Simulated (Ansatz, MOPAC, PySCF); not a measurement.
Complex: C2H2 (SMILES C#C) (first 4 atoms) with H4OSi (SMILES O[SiH3]); geometry from B3LYP-D3(BJ)/def2-TZVP, rigid monomers moved along the line of their centres of mass till C2···H7 is 2.17 Å.
(charge 0, multiplicity 1):
```xyz
10

C     -0.146    -0.070     0.107
C     -1.213    -0.456     0.491
H      0.799     0.275    -0.237
H     -2.163    -0.795     0.829
O      0.530    -0.963     2.971
Si     0.344     0.416     3.855
H      0.201    -0.945     2.064
H      1.055     1.567     3.241
H      0.917     0.136     5.187
H     -1.085     0.793     3.998
```

Counterpoise-corrected where a basis set is named; no monomer relaxation. Rows marked so take none.

Rows in 3-21G carry no dispersion term and start afresh at each structure. The state that PM6 reach isn't checked.

Codes used: Ansatz (Gaussian basis) for Hartree–Fock, density functionals and correlated methods; MOPAC for PM6 (differences of heats of formation); PySCF for 3-21G rows, the dispersion terms. Values without a source in brackets are computed.

Problem. One of these levels gives -5.1 kJ/mol for the interaction energy. Name it.
A) r2SCAN/def2-TZVPPD
B) HF/3-21G (no counterpoise)
C) PM6
D) PBE-D3(BJ)/def2-TZVPPD

Solution. B, HF/3-21G (no counterpoise). The others give 1.0 (PM6), -15.6 (PBE-D3(BJ)/def2-TZVPPD), -12.5 (r2SCAN/def2-TZVPPD)

Ansatz is a first-principles code.
